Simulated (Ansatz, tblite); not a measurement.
Spin states of the cluster B₃P₂ (the lowest doublet isomer of a short search), each relaxed with PBE-D4/def2-SVP in Ansatz. Electronic energies in the gas phase.

The xTB rows come from tblite. Correlated methods freeze 13 core orbitals. In CCSD on the charge 0 doublet the largest single amplitude is 0.18, so its Hartree–Fock determinant may place the open shell otherwise than the density functionals do. The structure comes from a short search, and lower isomers may exist.

Doublet geometry (C2v within 0.1 Å):

```xyz
5

B    -0.387   -0.246    1.102
B     0.244   -0.338   -0.512
B    -0.258    1.138    0.252
P     0.051   -1.885    0.567
P     0.350    1.330   -1.409
```

Quartet geometry:

```xyz
5

B     0.4666    0.8088   -0.7829
B     0.1792   -0.5129    0.3495
B    -0.9860    0.6779   -0.2303
P     1.9389   -0.2393   -0.2116
P    -1.5987   -0.7345    0.8751
```

⟨S²⟩: doublet 0.77 at PBE0-D4/def2-TZVP (pure 0.75), quartet 3.80 at PBE0-D4/def2-TZVP (pure 3.75).

Run but left out: HF/def2-TZVP, HF/def2-TZVPP, MP2/def2-TZVP, MP2/def2-TZVPP (doublet: ⟨S²⟩ 1.13, where a pure state has 0.75).

Only these spin states were relaxed.

| level | quartet − doublet (kcal/mol) | lowest of these | remarks |
| --- | --- | --- | --- |
| GFN1-xTB | 39.0 | doublet | – |
| PBE-D4/def2-TZVP | 38.4 | doublet | – |
| PBE0-D4/def2-TZVP | 37.4 | doublet | – |
| PBE-QIDH/def2-TZVP | 40.5 | doublet | spin-contaminated (⟨S²⟩ 3.87) (quartet) |
| CCSD(T)/def2-TZVPP | 40.9 | doublet | large T1 (0.051) (doublet), spin-contaminated (⟨S²⟩ 1.13) (doublet), spin-contaminated (⟨S²⟩ 3.96) (quartet) |

Estimate the rows for GFN2-xTB, BLYP-D4/def2-TZVP, r2SCAN-D4/def2-TZVP, CCSD/def2-TZVPP.


```json
{"level": "GFN2-xTB", "quartet − doublet (kcal/mol)": "37.9", "lowest of these": "doublet", "remarks": "–"}
{"level": "BLYP-D4/def2-TZVP", "quartet − doublet (kcal/mol)": "39.0", "lowest of these": "doublet", "remarks": "–"}
{"level": "r2SCAN-D4/def2-TZVP", "quartet − doublet (kcal/mol)": "36.6", "lowest of these": "doublet", "remarks": "–"}
{"level": "CCSD/def2-TZVPP", "quartet − doublet (kcal/mol)": "38.7", "lowest of these": "doublet", "remarks": "large T1 (0.051) (doublet), spin-contaminated (⟨S²⟩ 1.13) (doublet), spin-contaminated (⟨S²⟩ 3.96) (quartet)"}
```

The xTB methods have no spin-polarisation term.
